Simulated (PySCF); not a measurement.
B2H6O4Si, SMILES OB([SiH2]B(O)O)O.

Geometry: B3LYP-D3(BJ)/def2-SVP. This is a generated structure with no PubChem entry under its InChIKey; it may be hypothetical. Other conformers were not sampled.

The numbers are results of PBE/def2-TZVP (PySCF), not measurements.

The total energy is -643.51985 hartree. The highest occupied level is -6.47 eV and the lowest empty level comes out as -1.39 eV. The orbital gap comes out as 5.08 eV. The dipole moment comes out as 2.34 D. The quadrupole, principal values (traceless, Buckingham form, about the centre of nuclear charge) is -4.40, -2.54, 6.94 D·Å and the mean static polarisability is 76.0 bohr³ (11.26 Å³). The polarisability, principal values comes out as 56.7, 80.1, 91.3 bohr³.
